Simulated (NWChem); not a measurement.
System: CH$_{2}$NO, doublet; SMILES [NH]C=O

The following NWChem deck was run.

```
start job
memory heap 200 mb stack 900 mb global 1100 mb
geometry units angstroms noautosym nocenter noautoz
  N      0.186231    -1.136432    -0.026404
  C     -0.447246     0.035605     0.028772
  O      0.236876     1.087632    -0.014444
  H      1.175457    -1.071256     0.277846
  H     -1.561132     0.051025    -0.038100
end
basis spherical
  * library 6-31g*
end
dft
  odft
  mult 2
  xc m06-2x
  iterations 150
end
cosmo
  do_cosmo_smd true
  solvent water
end
task dft energy
```

Parts of the log:

```
             Northwest Computational Chemistry Package (NWChem) 7.3.0
             --------------------------------------------------------

                             Geometry "geometry" -> ""
                             -------------------------

 Output coordinates in angstroms (scale by  1.889725989 to convert to a.u.)

  No.       Tag          Charge          X              Y              Z
 ---- ---------------- ---------- -------------- -------------- --------------
    1 N                    7.0000     0.18623100    -1.13643200    -0.02640400
    2 C                    6.0000    -0.44724600     0.03560500     0.02877200
    3 O                    8.0000     0.23687600     1.08763200    -0.01444400
    4 H                    1.0000     1.17545700    -1.07125600     0.27784600
    5 H                    1.0000    -1.56113200     0.05102500    -0.03810000

 Effective nuclear repulsion energy (a.u.)      63.9937596026

                                 NWChem DFT Module
                                 -----------------

 Summary of "ao basis" -> "ao basis" (spherical)
 ------------------------------------------------------------------------------
       Tag                 Description            Shells   Functions and Types
 ---------------- ------------------------------  ------  ---------------------
 N                           6-31g*                  6       14   3s2p1d
 C                           6-31g*                  6       14   3s2p1d
 O                           6-31g*                  6       14   3s2p1d
 H                           6-31g*                  2        2   2s

 in cosmo_initialize ...
 calling solv_data for solv:h2o

 solvent parameters
 solvname_short: h2o
 solvname_long:  water
 dielec:       78.4000
 dielecinf:     1.7769
 aqueous SMD model solvent descriptors
 dielec:       78.4000
 sola:          0.8200

          ---------------
          -cosmo- solvent
          ---------------
 Cosmo: York-Karplus, doi: 10.1021/jp992097l
 dielectric constant -eps-     =  78.40
 screen = (eps-1)/(eps    )    =   0.98724
 surface charge correction     = lagrangian

   van der Waals surface
 --------------------------

 ---------- ATOMIC COORDINATES (A.U.) ------------ VDWR(ANG.) --
     1    0.35192556   -2.14754508   -0.04989633     1.890
     2   -0.84517239    0.06728369    0.05437120     1.850
     3    0.44763073    2.05532646   -0.02729520     1.520
     4    2.22129164   -2.02438030    0.52505281     1.200
     5   -2.95011171    0.09642327   -0.07199856     1.200
 number of segments per atom =        128
 number of   points per atom =        128
 atom (   nspa,  nppa )
 ----------------------
    1 (     83,     0 )       0
    2 (     54,     0 )       0
    3 (     78,     0 )       0
    4 (     45,     0 )       0
    5 (     56,     0 )       0
 number of -cosmo- surface points =      316
 molecular surface =     68.609 angstrom**2
 molecular volume  =     48.109 angstrom**3
 -lineq- algorithm             =   0
 -bem- low  level              =   3
 -bem- from -octahedral-
 gaussian surface charge width =   4.50000
 degree of switching           =   1.00000
 switching function tolerance  =   0.00010
 atomic radii =
 --------------
    1  7.000  1.890
    2  6.000  1.850
    3  8.000  1.520
    4  1.000  1.200
    5  1.000  1.200
 ...... end of -cosmo- initialization ......

 nat:                     5
 ixmem:                  1509
 calling mnsol_interface()
 G(SMD-CDS) energy (kcal/mol)  =     2.341
 SMD-CDS SASA (angstrom**2)    =    88.331

            General Information
            -------------------
          SCF calculation type: DFT
          Wavefunction type:  spin polarized.
          No. of atoms     :     5
          No. of electrons :    23
           Alpha electrons :    12
            Beta electrons :    11
          Charge           :     0
          Spin multiplicity:     2
          Use of symmetry is: off; symmetry adaption is: off
          Maximum number of iterations: 150
          AO basis - number of functions:    46
                     number of shells:    22
          Convergence on energy requested:  1.00D-06
          Convergence on density requested:  1.00D-05
          Convergence on gradient requested:  5.00D-04

              XC Information
              --------------
                       M06-2X Method XC Functional
                     Hartree-Fock (Exact) Exchange  0.540
                        M06-2X Exchange Functional  1.000
                      M06-2X Correlation Potential  1.000

             Grid Information
             ----------------
          Grid used for XC integration:  medium
          Radial quadrature: Mura-Knowles
          Angular quadrature: Lebedev.
          Tag              B.-S. Rad. Rad. Pts. Rad. Cut. Ang. Pts.
          ---              ---------- --------- --------- ---------
          N                   0.65       49           7.0       434
          C                   0.70       49           7.0       434
          O                   0.60       49           7.0       434
          H                   0.35       45           8.0       434
          Grid pruning is: on
          Number of quadrature shells:   237
          Spatial weights used:  Erf1

      Superposition of Atomic Density Guess
      -------------------------------------

 Sum of atomic energies:        -167.70480970

      Non-variational initial energy
      ------------------------------

 Total energy =    -168.734019
 1-e energy   =    -355.058227
 2-e energy   =     122.330448
 HOMO         =      -0.309024
 LUMO         =       0.051305

[...]

                                COSMO-SMD solvation results
                                ---------------------------

             internal energy in gas <Psi(g)|H|Psi(g)> =      -169.120045644204
         internal energy in solvent <Psi(s)|H|Psi(s)> =      -169.117738045507
                               delta internal energy  =         0.002307598697 (    1.45 kcal/mol)
   total free energy in solvent <Psi(s)|H+V/2|Psi(s)> =      -169.131871464258
 polarization energy contribution <Psi(s)|V/2|Psi(s)> =        -0.014133418751 (   -8.87 kcal/mol)
    total free energy in solvent including G(SMD-CDS) =      -169.128140453219
                       G(SMD-CDS) energy contribution =         0.003731011039 (    2.34 kcal/mol)
     1 M fixed-concentration free energy of solvation =        -0.008094809015 (   -5.08 kcal/mol)

                    DFT Final Alpha Molecular Orbital Analysis
                    ------------------------------------------

 Vector   10  Occ=1.000000D+00  E=-4.208683D-01
              MO Center= -7.6D-02, -5.0D-01, -1.5D-02, r^2= 2.1D+00
   Bfn.  Coefficient  Atom+Function         Bfn.  Coefficient  Atom+Function
  ----- ------------  ---------------      ----- ------------  ---------------
     3      0.309449  1 N  px                31      0.309186  3 O  px
     6     -0.300037  1 N  s                  4      0.282436  1 N  py
    35      0.223782  3 O  px                 8      0.209654  1 N  py
     7      0.195376  1 N  px                45      0.177087  5 H  s
    46      0.166609  5 H  s                 17     -0.161180  2 C  px

 Vector   11  Occ=1.000000D+00  E=-3.860577D-01
              MO Center=  1.8D-01, -2.2D-01, -2.7D-03, r^2= 1.9D+00
   Bfn.  Coefficient  Atom+Function         Bfn.  Coefficient  Atom+Function
  ----- ------------  ---------------      ----- ------------  ---------------
     5      0.449065  1 N  pz                33     -0.366664  3 O  pz
     9      0.340290  1 N  pz                37     -0.275834  3 O  pz
     4     -0.186232  1 N  py                32     -0.180881  3 O  py
    31      0.145541  3 O  px                 8     -0.139331  1 N  py
    36     -0.131842  3 O  py                 3     -0.131111  1 N  px

 Vector   12  Occ=1.000000D+00  E=-3.673335D-01
              MO Center=  9.9D-02,  2.3D-01, -5.7D-02, r^2= 2.0D+00
   Bfn.  Coefficient  Atom+Function         Bfn.  Coefficient  Atom+Function
  ----- ------------  ---------------      ----- ------------  ---------------
    31      0.389859  3 O  px                 4     -0.316535  1 N  py
    32     -0.309517  3 O  py                35      0.285400  3 O  px
     8     -0.244070  1 N  py                36     -0.229435  3 O  py
     5     -0.207790  1 N  pz                33      0.178122  3 O  pz
     9     -0.170082  1 N  pz                37      0.137883  3 O  pz

 Vector   13  Occ=0.000000D+00  E= 3.925623D-02
              MO Center= -2.5D-01, -4.7D-03,  5.5D-02, r^2= 1.7D+00
   Bfn.  Coefficient  Atom+Function         Bfn.  Coefficient  Atom+Function
  ----- ------------  ---------------      ----- ------------  ---------------
    23      0.649139  2 C  pz                19      0.538897  2 C  pz
    37     -0.376006  3 O  pz                 9     -0.364754  1 N  pz
    33     -0.312644  3 O  pz                 5     -0.282691  1 N  pz
    44     -0.152537  4 H  s                 20      0.134214  2 C  s
     6      0.124579  1 N  s                  7      0.109092  1 N  px

 Vector   14  Occ=0.000000D+00  E= 1.585647D-01
              MO Center=  7.1D-01, -8.1D-01,  2.6D-01, r^2= 3.4D+00
   Bfn.  Coefficient  Atom+Function         Bfn.  Coefficient  Atom+Function
  ----- ------------  ---------------      ----- ------------  ---------------
    44      1.498033  4 H  s                  6     -1.239593  1 N  s
    20      0.819443  2 C  s                 46     -0.794635  5 H  s
     7     -0.467029  1 N  px                 9     -0.229967  1 N  pz
    22     -0.228959  2 C  py                 3     -0.223848  1 N  px
     8     -0.195910  1 N  py                21     -0.186664  2 C  px

 Vector   15  Occ=0.000000D+00  E= 2.053052D-01
              MO Center= -1.2D+00, -1.5D-01,  1.2D-02, r^2= 3.3D+00
   Bfn.  Coefficient  Atom+Function         Bfn.  Coefficient  Atom+Function
  ----- ------------  ---------------      ----- ------------  ---------------
    46      1.867725  5 H  s                 20     -1.507137  2 C  s
    21      0.888676  2 C  px                44      0.767997  4 H  s
     7     -0.530597  1 N  px                 6     -0.399079  1 N  s
    17      0.290009  2 C  px                35     -0.249729  3 O  px
    16     -0.194614  2 C  s                  3     -0.169552  1 N  px

                     DFT Final Beta Molecular Orbital Analysis
                     -----------------------------------------

 Vector    9  Occ=1.000000D+00  E=-4.742241D-01
              MO Center= -6.5D-02,  2.9D-01,  4.3D-02, r^2= 1.4D+00
   Bfn.  Coefficient  Atom+Function         Bfn.  Coefficient  Atom+Function
  ----- ------------  ---------------      ----- ------------  ---------------
    19      0.376176  2 C  pz                33      0.360335  3 O  pz
    37      0.240641  3 O  pz                23      0.210754  2 C  pz
     5      0.201709  1 N  pz                31      0.127058  3 O  px
     9      0.122374  1 N  pz                 6     -0.092015  1 N  s
    17     -0.085548  2 C  px                32      0.083898  3 O  py

 Vector   10  Occ=1.000000D+00  E=-3.853487D-01
              MO Center= -2.3D-02, -2.2D-01, -7.0D-02, r^2= 2.2D+00
   Bfn.  Coefficient  Atom+Function         Bfn.  Coefficient  Atom+Function
  ----- ------------  ---------------      ----- ------------  ---------------
    31     -0.332378  3 O  px                 6      0.327270  1 N  s
    35     -0.253290  3 O  px                 3     -0.250828  1 N  px
     4     -0.211489  1 N  py                33      0.183786  3 O  pz
     8     -0.171231  1 N  py                 7     -0.168974  1 N  px
    46     -0.165990  5 H  s                  2      0.161908  1 N  s

 Vector   11  Occ=1.000000D+00  E=-3.494706D-01
              MO Center=  1.1D-01,  1.3D-01, -6.8D-02, r^2= 2.0D+00
   Bfn.  Coefficient  Atom+Function         Bfn.  Coefficient  Atom+Function
  ----- ------------  ---------------      ----- ------------  ---------------
    31      0.362818  3 O  px                 4     -0.318528  1 N  py
    32     -0.304864  3 O  py                35      0.273117  3 O  px
     8     -0.261504  1 N  py                36     -0.232900  3 O  py
     5     -0.219690  1 N  pz                 9     -0.185070  1 N  pz
    33      0.182292  3 O  pz                37      0.144279  3 O  pz

 Vector   12  Occ=0.000000D+00  E=-1.156641D-01
              MO Center=  1.3D-01, -3.9D-01,  3.9D-02, r^2= 1.9D+00
   Bfn.  Coefficient  Atom+Function         Bfn.  Coefficient  Atom+Function
  ----- ------------  ---------------      ----- ------------  ---------------
     5      0.348941  1 N  pz                 9      0.339462  1 N  pz
    33     -0.327963  3 O  pz                37     -0.304162  3 O  pz
     8     -0.239093  1 N  py                 4     -0.229087  1 N  py
     3     -0.161738  1 N  px                32     -0.158905  3 O  py
    36     -0.142054  3 O  py                19      0.139594  2 C  pz

 Vector   13  Occ=0.000000D+00  E= 7.223176D-02
              MO Center= -1.4D-01, -1.3D-01,  7.0D-02, r^2= 1.9D+00
   Bfn.  Coefficient  Atom+Function         Bfn.  Coefficient  Atom+Function
  ----- ------------  ---------------      ----- ------------  ---------------
    23      0.611865  2 C  pz                19      0.488330  2 C  pz
     9     -0.457676  1 N  pz                37     -0.395552  3 O  pz
     5     -0.319107  1 N  pz                33     -0.310209  3 O  pz
    20      0.182935  2 C  s                 44     -0.179294  4 H  s
     7      0.164932  1 N  px                 6      0.116272  1 N  s

 Vector   14  Occ=0.000000D+00  E= 1.645266D-01
              MO Center=  5.1D-01, -7.4D-01,  2.4D-01, r^2= 3.8D+00
   Bfn.  Coefficient  Atom+Function         Bfn.  Coefficient  Atom+Function
  ----- ------------  ---------------      ----- ------------  ---------------
    44      1.443735  4 H  s                  6     -1.238765  1 N  s
    20      0.961458  2 C  s                 46     -0.929752  5 H  s
     7     -0.428788  1 N  px                 9     -0.239498  1 N  pz
    21     -0.235125  2 C  px                22     -0.224720  2 C  py
     3     -0.206794  1 N  px                 8     -0.203720  1 N  py

   alpha - beta orbital overlaps
   -----------------------------

   alpha      1      2      3      4      5      6      7      8      9     10
    beta      1      2      3      4      5      6      7      8      9     10
 overlap   1.000  1.000  1.000  1.000  0.999  0.998  0.958  0.935  0.922  0.930

   alpha     11     12     13     14     15     16     17     18     19     20
    beta     12     11     13     14     15     16     17     18     19     20
 overlap   0.959  0.997  0.976  0.996  0.997  0.998  0.999  0.998  0.998  0.996

   alpha     21     22     23     24     25     26     27     28     29     30
    beta     21     22     23     24     25     26     27     28     29     30
 overlap   0.992  0.905  0.897  0.993  0.992  0.997  0.983  0.971  0.987  0.998

[...]
```

Level: M06-2X/6-31G* (spherical d), spin-unrestricted, SMD on the gas-phase geometry. Structure relaxed at the PBE-D3(BJ)/def2-SVP, spin-unrestricted level. No stability test was run on the SCF state. Solvent: water.
